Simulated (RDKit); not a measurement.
Conformational energy of SMILES CC[SiH2]C(=O)O (C₃H₈O₂Si). Scanned: dihedral C1–C2–Si3–C4 and dihedral C2–Si3–C4–O5; all other coordinates were relaxed at GFN2-xTB. Points at φ and −φ are mirror images.

Atom numbering (GFN2-xTB optimised geometry, Å):
```
14

C     -2.1665    -0.0148    -0.5560
C     -0.8580    -0.4729     0.0806
Si     0.5057     0.8506    -0.0155
C      2.0965     0.1006     0.7485
O      2.7310     0.5348     1.6761
O      2.4670    -1.0141     0.1017
H     -2.9243    -0.7932    -0.4872
H     -2.5456     0.8740    -0.0579
H     -2.0189     0.2252    -1.6058
H     -0.5198    -1.3844    -0.4174
H     -1.0471    -0.7425     1.1227
H      0.8283     1.1665    -1.4115
H      0.1696     2.0563     0.7426
H      3.2820    -1.3860     0.4826
```

Computed with RDKit with MMFF94 // GFN2-xTB.

Energy in kcal/mol above the lowest grid point; x is the dihedral C1–C2–Si3–C4 (°), y the dihedral C2–Si3–C4–O5 (°).

```
y \ x  -150  -120  -90  -60  -30    0   30   60   90  120  150  180
-----  ----  ----  ---  ---  ---  ---  ---  ---  ---  ---  ---  ---
180     0.9   1.8  0.8  0.0  1.4  2.3  1.4  0.0  0.8  1.8  0.9  0.1
150     1.4   2.4  1.5  0.5  1.7  2.7  1.6  0.4  1.3  2.3  1.5  0.6
120     2.0   3.1  2.3  1.3  2.1  3.3  2.2  0.9  1.9  3.0  2.2  1.2
90      1.7   2.8  2.1  1.2  2.0  3.3  2.5  0.9  1.6  2.7  2.1  1.0
60      1.3   2.3  1.5  1.0  1.9  3.0  2.0  0.6  1.1  2.1  1.6  0.7
30      1.6   2.5  1.7  1.6  3.5  4.4  2.9  0.9  1.4  2.4  1.8  1.0
0       2.1   2.8  1.9  1.6  4.3  5.5  4.3  1.6  1.9  2.8  2.1  1.3
-30     1.8   2.4  1.4  0.9  2.9  4.4  3.5  1.6  1.7  2.5  1.6  1.0
-60     1.6   2.1  1.1  0.6  2.0  3.0  1.9  1.0  1.5  2.3  1.3  0.7
-90     2.1   2.7  1.6  0.9  2.5  3.3  2.0  1.2  2.1  2.8  1.7  1.0
-120    2.2   3.0  1.9  0.9  2.2  3.3  2.1  1.3  2.3  3.1  2.0  1.2
-150    1.5   2.3  1.3  0.4  1.6  2.7  1.7  0.5  1.5  2.4  1.4  0.6
```

The six lowest points that lie below all their neighbours on the grid: x = -60, y = 180 (0.0 kcal/mol); x = 60, y = 180 (0.0 kcal/mol); x = 180, y = 180 (0.1 kcal/mol); x = -60, y = -60 (0.6 kcal/mol); x = 60, y = 60 (0.6 kcal/mol); x = 180, y = -60 (0.7 kcal/mol). The lowest path on the grid from the first to the second passes x = -120, y = 180 at 1.8 kcal/mol.

MMFF94 has few fitted parameters for silicon.
